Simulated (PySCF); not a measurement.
C₂H₆SZn, singlet, at a GFN2-xTB geometry (such geometries of metal compounds can be far from the true shape); TPSS/6-31G (PySCF).

The PySCF input:
```python
from pyscf import gto, scf, dft

mol = gto.M(
    atom='''
Zn   -0.47254540   -0.20297730    0.21047571
C     0.16681287   -1.78380285   -0.91869404
C     1.44385456   -1.32284317   -1.60825984
H    -0.57464988   -2.07455310   -1.65868596
H     0.37085805   -2.65038619   -0.29411211
H     2.20705661   -1.03520433   -0.88501924
H     1.25765776   -0.47537487   -2.26770109
H     1.85194621   -2.13258131   -2.21601013
S     0.02705162    1.93318515    0.90696721
H    -1.03333708    2.16633270    1.65750489
''',
    basis='6-31g',
    verbose=4,
    symmetry=True,
)

mf = dft.RKS(mol)
mf.xc = 'tpss'
mf.kernel()
mf.analyze()
```

Problem. Write the output that PySCF gives for this input, abridged.

Solution. 
```
PySCF version 2.14.0

[INPUT] verbose = 4
[INPUT] num. atoms = 10
[INPUT] num. electrons = 64
[INPUT] charge = 0
[INPUT] spin (= nelec alpha-beta = 2S) = 0
[INPUT] symmetry True subgroup None
[INPUT] Mole.unit = angstrom
[INPUT] Symbol           X                Y                Z      unit          X                Y                Z       unit  Magmom
[INPUT]  1 Zn    -0.472545400000  -0.202977300000   0.210475710000 AA   -0.892981387423  -0.383571506504   0.397741447773 Bohr   0.0
[INPUT]  2 C      0.166812870000  -1.783802850000  -0.918694040000 AA    0.315230638353  -3.370898846719  -1.736080127870 Bohr   0.0
[INPUT]  3 C      1.443854560000  -1.322843170000  -1.608259840000 AA    2.728489682104  -2.499811297051  -3.039170634737 Bohr   0.0
[INPUT]  4 H     -0.574649880000  -2.074553100000  -1.658685960000 AA   -1.085930890714  -3.920337189867  -3.134462191061 Bohr   0.0
[INPUT]  5 H      0.370858050000  -2.650386190000  -0.294112110000 AA    0.700820145590  -5.008504023429  -0.555791337818 Bohr   0.0
[INPUT]  6 H      2.207056610000  -1.035204330000  -0.885019240000 AA    4.170732534311  -1.956252666664  -1.672443978571 Bohr   0.0
[INPUT]  7 H      1.257657760000  -0.475374870000  -2.267701090000 AA    2.376628724834  -0.898328310801  -4.285333992478 Bohr   0.0
[INPUT]  8 H      1.851946210000  -2.132581310000  -2.216010130000 AA    3.499671134326  -4.029994614266  -4.187652234962 Bohr   0.0
[INPUT]  9 S      0.027051620000   1.933185150000   0.906967210000 AA    0.051120153026   3.653190481576   1.713919630861 Bohr   0.0
[INPUT] 10 H     -1.033337080000   2.166332700000   1.657504890000 AA   -1.952724075558   4.093775497690   3.132230292227 Bohr   0.0

nuclear repulsion = 300.436680504253
point group symmetry = C1
symmetry origin: [0. 0. 0.]
symmetry axis x: [1. 0. 0.]
symmetry axis y: [0. 1. 0.]
symmetry axis z: [0. 0. 1.]
num. orbitals of irrep A = 70
number of shells = 40
number of NR pGTOs = 204
number of NR cGTOs = 70
basis = 6-31g
ecp = {}

******** <class 'pyscf.dft.rks.RKS'> ********
method = RKS
initial guess = minao
damping factor = 0
level_shift factor = 0
DIIS = <class 'pyscf.scf.diis.CDIIS'>
diis_start_cycle = 1
diis_space = 8
diis_damp = 0
SCF conv_tol = 1e-09
SCF conv_tol_grad = None
SCF max_cycles = 50
direct_scf = True
direct_scf_tol = 1e-13
XC library pyscf.dft.libxc version 7.1.2
    S. Lehtola, C. Steigemann, M. J. T. Oliveira, and M. A. L. Marques,  SoftwareX 7, 1–5 (2018)
XC functionals = tpss
    J. Tao, J. P. Perdew, V. N. Staroverov, and G. E. Scuseria,  Phys. Rev. Lett. 91, 146401 (2003)
    J. P. Perdew, J. Tao, V. N. Staroverov, and G. E. Scuseria,  J. Chem. Phys. 120, 6898 (2004)
    J. Tao, J. P. Perdew, V. N. Staroverov, and G. E. Scuseria,  Phys. Rev. Lett. 91, 146401 (2003)
    J. P. Perdew, J. Tao, V. N. Staroverov, and G. E. Scuseria,  J. Chem. Phys. 120, 6898 (2004)
radial grids:
    Treutler-Ahlrichs [JCP 102, 346 (1995); DOI:10.1063/1.469408] (M4) radial grids

becke partition: Becke, JCP 88, 2547 (1988); DOI:10.1063/1.454033
pruning grids: <function nwchem_prune>
grids dens level: 3
symmetrized grids: True
atomic radii adjust function: <function treutler_atomic_radii_adjust>
small_rho_cutoff = 0
Set gradient conv threshold to 3.16228e-05
Initial guess from minao.
tot grids = 126608
init E= -2256.67763864898
  HOMO = -0.275508790080106  LUMO = -0.0897967080151876  gap/eV = 5.05348
cycle= 1 E= -2256.94520668377  delta_E= -0.268  |g|= 0.685  |ddm|= 2.79
  HOMO = -0.149863483311259  LUMO = -0.0639339355624156  gap/eV = 2.33826
cycle= 2 E= -2256.61518841093  delta_E= 0.33  |g|=  1.3  |ddm|=  2.2
  HOMO = -0.204276457714546  LUMO = -0.0685580076720784  gap/eV = 3.69309
cycle= 3 E= -2257.07672727214  delta_E= -0.462  |g|= 0.0643  |ddm|= 1.47
  HOMO = -0.218236371725884  LUMO = -0.073406757850361  gap/eV = 3.94101
cycle= 4 E= -2257.07677616763  delta_E= -4.89e-05  |g|= 0.0621  |ddm|= 0.164
  HOMO = -0.209457606318697  LUMO = -0.073692309201812  gap/eV = 3.69436
cycle= 5 E= -2257.07793336587  delta_E= -0.00116  |g|= 0.0127  |ddm|= 0.0936
  HOMO = -0.210518048477939  LUMO = -0.0726090861210942  gap/eV = 3.75269
cycle= 6 E= -2257.07799011828  delta_E= -5.68e-05  |g|= 0.0051  |ddm|= 0.0227
  HOMO = -0.210431639526966  LUMO = -0.0725190447146762  gap/eV = 3.75279
cycle= 7 E= -2257.07799619249  delta_E= -6.07e-06  |g|= 0.000704  |ddm|= 0.00601
  HOMO = -0.210420483999886  LUMO = -0.0726056627156293  gap/eV = 3.75013
cycle= 8 E= -2257.07799637668  delta_E= -1.84e-07  |g|= 0.000244  |ddm|= 0.00147
  HOMO = -0.2104505276901  LUMO = -0.0726153240412621  gap/eV = 3.75069
cycle= 9 E= -2257.07799639393  delta_E= -1.73e-08  |g|= 4.14e-05  |ddm|= 0.000318
  HOMO = -0.210445998011322  LUMO = -0.0726094179866479  gap/eV = 3.75072
cycle= 10 E= -2257.07799639448  delta_E= -5.4e-10  |g|= 6.87e-06  |ddm|= 9.07e-05
  HOMO = -0.210445994616862  LUMO = -0.0726100025835095  gap/eV = 3.75071
Extra cycle  E= -2257.07799639447  delta_E= 6.37e-12  |g|= 8.13e-06  |ddm|= 3.23e-05
converged SCF energy = -2257.07799639447
**** SCF Summaries ****
Total Energy =                       -2257.077996394468755
Nuclear Repulsion Energy =             300.436680504252877
One-electron Energy =                -3736.894235105240114
Two-electron Energy =                 1179.379558206518368
Two-electron Coulomb Energy =         1289.380118661318875
DFT Exchange-Correlation Energy =     -110.000560454800578
HOMO-LUMO gap [eV] =                     3.750708386669193
**** MO energy ****
MO #1   energy= -346.315103297258  occ= 2
MO #2   energy= -88.3265259458365  occ= 2
MO #3   energy= -41.7948982794215  occ= 2
MO #4   energy= -36.7949178458009  occ= 2
MO #5   energy= -36.7943833313922  occ= 2
MO #6   energy= -36.7942257280871  occ= 2
MO #7   energy= -9.99238769116258  occ= 2
MO #8   energy= -9.99091051018126  occ= 2
MO #9   energy= -7.71323467775498  occ= 2
MO #10  energy= -5.69449822981705  occ= 2
MO #11  energy= -5.6893133036814   occ= 2
MO #12  energy= -5.68354574831426  occ= 2
MO #13  energy= -4.65313210278117  occ= 2
MO #14  energy= -3.06196276626066  occ= 2
MO #15  energy= -3.06042886408524  occ= 2
MO #16  energy= -3.05962103124603  occ= 2
MO #17  energy= -0.700394010390006 occ= 2
MO #18  energy= -0.657578175899946 occ= 2
MO #19  energy= -0.559656946498168 occ= 2
MO #20  energy= -0.408286676114024 occ= 2
MO #21  energy= -0.398123259072651 occ= 2
MO #22  energy= -0.391427981003032 occ= 2
MO #23  energy= -0.374403687040546 occ= 2
MO #24  energy= -0.370406393327885 occ= 2
MO #25  energy= -0.368927853882598 occ= 2
MO #26  energy= -0.366337623246902 occ= 2
MO #27  energy= -0.343260716561174 occ= 2
MO #28  energy= -0.325914363018249 occ= 2
MO #29  energy= -0.311399387206288 occ= 2
MO #30  energy= -0.271754226367875 occ= 2
MO #31  energy= -0.221172815571792 occ= 2
MO #32  energy= -0.210445994616862 occ= 2
MO #33  energy= -0.0726100025835095 occ= 0
MO #34  energy= -0.0177105787699952 occ= 0
MO #35  energy= 0.00290362226535557 occ= 0
MO #36  energy= 0.0402583480532419 occ= 0
MO #37  energy= 0.0666904651559888 occ= 0
MO #38  energy= 0.123234444151242  occ= 0
MO #39  energy= 0.123693465919912  occ= 0
MO #40  energy= 0.136130345454422  occ= 0
 ** Mulliken pop on meta-lowdin orthogonal AOs  **
 ** Mulliken pop  **
 ** Mulliken atomic charges  **
charge of    0Zn =      0.96853
charge of    1C =     -0.58100
charge of    2C =     -0.31214
charge of    3H =      0.10285
charge of    4H =      0.10264
charge of    5H =      0.10211
charge of    6H =      0.10243
charge of    7H =      0.10764
charge of    8S =     -0.68556
charge of    9H =      0.09251
Dipole moment(X, Y, Z, Debye): -1.81412, -2.49111, -0.07884
```
